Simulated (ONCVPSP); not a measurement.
**Ranking ONCV potentials for Tc**

All share these settings but for the change named:

- Element: technetium
- Generator: ONCVPSP 4.0.1
- Type: optimised norm-conserving Vanderbilt (ONCV)
- Functional: PBE
- Relativity: scalar-relativistic
- Frozen core: [Ar] 3d10
- Valence charge: 15
- Reference configuration: 4s2 4p6 4d4 (charge +3)
- Partial waves: 4s: rc 1.25 bohr, ncon 4, nbas 7, qcut 4 1/bohr, 2 projectors, debl 3.4 Ha; 4p: rc 1.85 bohr, ncon 3, nbas 8, qcut 7.6 1/bohr, 2 projectors, debl 1 Ha; 4d: rc 1.40 bohr, ncon 4, nbas 7, qcut 6.7 1/bohr, 1 projector
- Local potential: polynomial inside 1.10 bohr (lpopt 5, dvloc0 6 Ha)
- Core correction: none

In the s channel the program set the typed energies aside and used -3.810, 0.250 Ha. In the p channel the program set the typed energies aside and used -2.770, 0.050 Ha.

Cutoff: the first of the cutoffs (Ha) at which the residual kinetic energy of the hardest occupied pseudo-wave falls to 1 and 0.1 mHa per electron; the density cutoff is not measured.

The base gives 79 Ha.

Of 7 variants that were run, those that failed, showed a ghost or another fault, or gave nearly equal values are left out.

A variant can come out equal or close to the base.

(1) Rank these variants from softest to hardest (loose cutoff).
A. all radii scaled by about 1.24 (s 1.56, p 2.30, d 1.74 bohr); local potential polynomial inside 1.38 bohr (lpopt 5, dvloc0 6 Ha)
B. all radii scaled by about 0.88 (s 1.10, p 1.64, d 1.24 bohr); local potential polynomial inside 0.96 bohr (lpopt 5, dvloc0 6 Ha)
C. all radii scaled by about 1.10 (s 1.38, p 2.04, d 1.54 bohr); local potential polynomial inside 1.22 bohr (lpopt 5, dvloc0 6 Ha)
D. all radii scaled by about 0.80 (s 1.00, p 1.48, d 1.12 bohr); local potential polynomial inside 0.88 bohr (lpopt 5, dvloc0 6 Ha)
E. all radii scaled by about 0.94 (s 1.18, p 1.74, d 1.32 bohr); local potential polynomial inside 1.04 bohr (lpopt 5, dvloc0 6 Ha)

Results:

(1) A (46 Ha), C (63 Ha), E (88 Ha), B (100 Ha), D (116 Ha).
